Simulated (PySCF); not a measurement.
# Nuclear quadrupole coupling in `CC(=O)O[C@@H]1[SiH2][SiH2][SiH2]C1=O`

Compound: C₄H₁₀O₃Si₃.
Cartesian coordinates in Å at the GFN2-xTB level; atoms count from 1:
```xyz
20
C4H10O3Si3 angstrom
C      2.9383    0.4914   -0.2036
C      1.9732   -0.6603   -0.3244
O      2.2744   -1.7994   -0.5531
O      0.7143   -0.2314   -0.1682
C     -0.3592   -1.1854   -0.2546
Si    -1.5153   -0.2957   -1.5375
Si    -1.8560    1.5636   -0.1563
Si    -1.1833    0.5479    1.8419
C     -1.0996   -1.2027    1.0363
O     -1.7686   -2.1464    1.3999
H      2.7540    1.0329    0.7205
H      3.9560    0.1139   -0.2231
H      2.7839    1.1733   -1.0373
H      0.0149   -2.1627   -0.5559
H     -0.6970   -0.2106   -2.7513
H     -2.6388   -1.1890   -1.8273
H     -3.2458    2.0462   -0.2015
H     -1.0669    2.7436   -0.5457
H     -2.1152    0.4643    2.9661
H      0.1316    0.9173    2.3722
```

Field gradients from the PBE0/pcSseg-1 density (PySCF, non-relativistic), principal values in atomic units, ordered |Vxx| ≤ |Vyy| ≤ |Vzz|:

| atom | Vxx | Vyy | Vzz |
| --- | --- | --- | --- |
| O3 | 0.6392 | 0.9796 | -1.6188 |
| O4 | -0.5020 | -1.2174 | 1.7194 |
| O10 | 0.4914 | 1.5439 | -2.0353 |

Find the asymmetry η = (Vxx − Vyy)/Vzz and the couplings χ = eQV/h (234.96 MHz × Q in barn × V in au), with Q(17O) = −0.0256 b.

| atom | environment | nucleus | η | χzz (MHz) | χxx (MHz) | χyy (MHz) |
| --- | --- | --- | --- | --- | --- | --- |
| O3 | ester carbonyl oxygen | 17O | 0.21 | 9.74 | -3.84 | -5.89 |
| O4 | ester single-bonded oxygen | 17O | 0.42 | -10.34 | 3.02 | 7.32 |
| O10 | carbonyl oxygen | 17O | 0.52 | 12.24 | -2.96 | -9.29 |

What is Vzz at O4 in SI units (1 au = 9.71736 × 10²¹ V/m²)?

1.7194 au = 16.709 × 10²¹ V/m².

Were the hydrogens deuterons (Q(2H) = 0.00286 b), χzz would run from 107 kHz (H17 and H18) to 210 kHz (H11, H12 and H13).

Geometry: GFN2-xTB, one conformer, isolated molecule. GFN2-xTB bond lengths can be off by several hundredths of an ångström, more for odd bonds, and the gradients follow them. The basis is small and wasn't made for field gradients, so the couplings can be 20 % off.
